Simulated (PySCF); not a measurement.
Several species in one continuum solvent.

Computed with PySCF at PBE0/pcSseg-1, non-relativistic, each on one gas-phase PBE0-D3(BJ)/def2-SVP geometry that isn't relaxed in the solvent. The solvent is an IEF-PCM continuum (cavity from Bondi-type radii × 1.2). The model holds no explicit solvent molecules, cavitation or dispersion.

**Question.** Order them by E(solvent) − E(gas) in tetrahydrofuran (ε = 7.426), most negative first (kcal/mol).
A. `[CH3:1][CH2:2][B:3]([CH3:4])[PH:5][SiH3:6]` with C1–C2–B3–C4 16°, C2–B3–P5–Si6 -124°
B. `[CH3:1][CH2:2][CH2:3][CH:4]1[CH2:5][CH2:6][CH2:7][CH2:8][CH2:9]1` with C1–C2–C3–C4 175°, C2–C3–C4–C5 -172°, C3–C4–C5–C6 180°, C4–C5–C6–C7 55°, C5–C6–C7–C8 -55°, C6–C7–C8–C9 55°
C. `[CH3:1][CH2:2][CH2:3][BH:4][PH:5][SiH3:6]` with C1–C2–C3–B4 -65°, C2–C3–B4–P5 149°, C3–B4–P5–Si6 -135°

**Answer.** A (-1.5), C (-1.2), B (-0.6).

```json
{"SMILES": "CCB(C)P[SiH3]", "charge": "0", "ΔE (kcal/mol)": "-1.5", "polarisation term (kcal/mol)": "-1.7", "HOMO shift (eV)": "+0.01", "dipole gas (D)": "1.37", "dipole solvent (D)": "1.79", "atoms": "18"}
{"SMILES": "CCCBP[SiH3]", "charge": "0", "ΔE (kcal/mol)": "-1.2", "polarisation term (kcal/mol)": "-1.4", "HOMO shift (eV)": "+0.04", "dipole gas (D)": "1.18", "dipole solvent (D)": "1.51", "atoms": "18"}
{"SMILES": "CCCC1CCCCC1", "charge": "0", "ΔE (kcal/mol)": "-0.6", "polarisation term (kcal/mol)": "-0.6", "HOMO shift (eV)": "+0.10", "dipole gas (D)": "0.10", "dipole solvent (D)": "0.11", "atoms": "27"}
```

The polarisation term is half the interaction of the solute with the induced surface charges.
